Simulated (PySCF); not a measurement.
C2H8AlBrN2. Atoms are numbered in the order given.

```xyz
14

Al    -0.0084     0.6295    -0.2720
Br    -1.1000    -1.3266    -0.5273
N     -0.4833     1.9817    -1.3041
H     -1.2196     1.9170    -1.9988
H     -0.0850     2.9138    -1.3058
N      1.2748     0.7326     0.9475
C      1.6870    -0.3616     1.8037
C      2.0238     1.9504     1.1832
H      2.7551    -0.6174     1.6554
H      1.5556    -0.1141     2.8759
H      1.0943    -1.2652     1.5939
H      1.9093     2.3100     2.2253
H      3.1084     1.8095     1.0036
H      1.6838     2.7607     0.5176
```

Coordinates come from a ωB97X-D3(BJ)/def2-SVP optimisation. One conformer was computed; it need not be the lowest.

These are ωB97X-D3(BJ)/def2-SVP in PySCF values and carry that method's errors.

Frequencies are harmonic and unscaled.

Question: Estimate the vibrational spectrum. (Estimate from the structure and the level; the computed values follow.)

Answer: 
```json
[
 {"mode": "1", "ν (cm⁻¹)": "38", "IR (km/mol)": "0.4", "moving atoms (share of kinetic energy)": "C 49 %, H 32 %, N 12 %"},
 {"mode": "2", "ν (cm⁻¹)": "110", "IR (km/mol)": "2.2", "moving atoms (share of kinetic energy)": "C 34 %, Br 24 %, H 16 %, Al 14 %, N 12 %"},
 {"mode": "3", "ν (cm⁻¹)": "140", "IR (km/mol)": "0.0", "moving atoms (share of kinetic energy)": "H 48 %, N 29 %, Al 17 %"},
 {"mode": "4", "ν (cm⁻¹)": "163", "IR (km/mol)": "2.7", "moving atoms (share of kinetic energy)": "N 52 %, H 27 %, C 8 %, Br 8 %"},
 {"mode": "5", "ν (cm⁻¹)": "211", "IR (km/mol)": "3.7", "moving atoms (share of kinetic energy)": "H 70 %, Al 21 %"},
 {"mode": "6", "ν (cm⁻¹)": "226", "IR (km/mol)": "3.1", "moving atoms (share of kinetic energy)": "H 77 %, Al 17 %"},
 {"mode": "7", "ν (cm⁻¹)": "242", "IR (km/mol)": "1.0", "moving atoms (share of kinetic energy)": "C 39 %, N 22 %, Br 20 %, H 19 %"},
 {"mode": "8", "ν (cm⁻¹)": "274", "IR (km/mol)": "1.7", "moving atoms (share of kinetic energy)": "H 82 %, N 8 %"},
 {"mode": "9", "ν (cm⁻¹)": "314", "IR (km/mol)": "26.2", "moving atoms (share of kinetic energy)": "H 49 %, N 38 %, Al 10 %"},
 {"mode": "10", "ν (cm⁻¹)": "343", "IR (km/mol)": "8.1", "moving atoms (share of kinetic energy)": "C 37 %, H 26 %, Al 16 %, N 16 %"},
 {"mode": "11", "ν (cm⁻¹)": "397", "IR (km/mol)": "194.7", "moving atoms (share of kinetic energy)": "H 79 %, N 20 %"},
 {"mode": "12", "ν (cm⁻¹)": "420", "IR (km/mol)": "33.5", "moving atoms (share of kinetic energy)": "Al 39 %, H 20 %, Br 15 %, N 14 %, C 12 %"},
 {"mode": "13", "ν (cm⁻¹)": "619", "IR (km/mol)": "3.9", "moving atoms (share of kinetic energy)": "H 52 %, N 22 %, C 19 %"},
 {"mode": "14", "ν (cm⁻¹)": "711", "IR (km/mol)": "187.6", "moving atoms (share of kinetic energy)": "H 37 %, Al 35 %, N 14 %, C 13 %"},
 {"mode": "15", "ν (cm⁻¹)": "869", "IR (km/mol)": "102.3", "moving atoms (share of kinetic energy)": "Al 43 %, N 42 %, H 10 %"},
 {"mode": "16", "ν (cm⁻¹)": "1044", "IR (km/mol)": "139.2", "moving atoms (share of kinetic energy)": "H 41 %, C 35 %, N 20 %"},
 {"mode": "17", "ν (cm⁻¹)": "1101", "IR (km/mol)": "3.2", "moving atoms (share of kinetic energy)": "H 75 %, C 23 %"},
 {"mode": "18", "ν (cm⁻¹)": "1121", "IR (km/mol)": "0.0", "moving atoms (share of kinetic energy)": "H 81 %, C 19 %"},
 {"mode": "19", "ν (cm⁻¹)": "1178", "IR (km/mol)": "3.1", "moving atoms (share of kinetic energy)": "H 69 %, C 20 %, N 11 %"},
 {"mode": "20", "ν (cm⁻¹)": "1262", "IR (km/mol)": "100.2", "moving atoms (share of kinetic energy)": "N 59 %, C 30 %, H 10 %"},
 {"mode": "21", "ν (cm⁻¹)": "1335", "IR (km/mol)": "72.4", "moving atoms (share of kinetic energy)": "N 42 %, H 35 %, C 21 %"},
 {"mode": "22", "ν (cm⁻¹)": "1446", "IR (km/mol)": "7.1", "moving atoms (share of kinetic energy)": "H 85 %, C 15 %"},
 {"mode": "23", "ν (cm⁻¹)": "1462", "IR (km/mol)": "2.0", "moving atoms (share of kinetic energy)": "H 97 %"},
 {"mode": "24", "ν (cm⁻¹)": "1474", "IR (km/mol)": "8.6", "moving atoms (share of kinetic energy)": "H 97 %"},
 {"mode": "25", "ν (cm⁻¹)": "1474", "IR (km/mol)": "9.2", "moving atoms (share of kinetic energy)": "H 82 %, C 18 %"},
 {"mode": "26", "ν (cm⁻¹)": "1495", "IR (km/mol)": "14.9", "moving atoms (share of kinetic energy)": "H 96 %"},
 {"mode": "27", "ν (cm⁻¹)": "1514", "IR (km/mol)": "2.1", "moving atoms (share of kinetic energy)": "H 94 %"},
 {"mode": "28", "ν (cm⁻¹)": "1537", "IR (km/mol)": "78.2", "moving atoms (share of kinetic energy)": "H 89 %, N 10 %"},
 {"mode": "29", "ν (cm⁻¹)": "3000", "IR (km/mol)": "58.5", "moving atoms (share of kinetic energy)": "H 97 %"},
 {"mode": "30", "ν (cm⁻¹)": "3005", "IR (km/mol)": "125.0", "moving atoms (share of kinetic energy)": "H 97 %"},
 {"mode": "31", "ν (cm⁻¹)": "3059", "IR (km/mol)": "99.7", "moving atoms (share of kinetic energy)": "H 90 %, C 10 %"},
 {"mode": "32", "ν (cm⁻¹)": "3067", "IR (km/mol)": "0.0", "moving atoms (share of kinetic energy)": "H 90 %, C 10 %"},
 {"mode": "33", "ν (cm⁻¹)": "3133", "IR (km/mol)": "31.0", "moving atoms (share of kinetic energy)": "H 91 %, C 9 %"},
 {"mode": "34", "ν (cm⁻¹)": "3154", "IR (km/mol)": "14.3", "moving atoms (share of kinetic energy)": "H 91 %, C 9 %"},
 {"mode": "35", "ν (cm⁻¹)": "3632", "IR (km/mol)": "36.3", "moving atoms (share of kinetic energy)": "H 95 %"},
 {"mode": "36", "ν (cm⁻¹)": "3720", "IR (km/mol)": "30.7", "moving atoms (share of kinetic energy)": "H 91 %, N 9 %"}
]
```
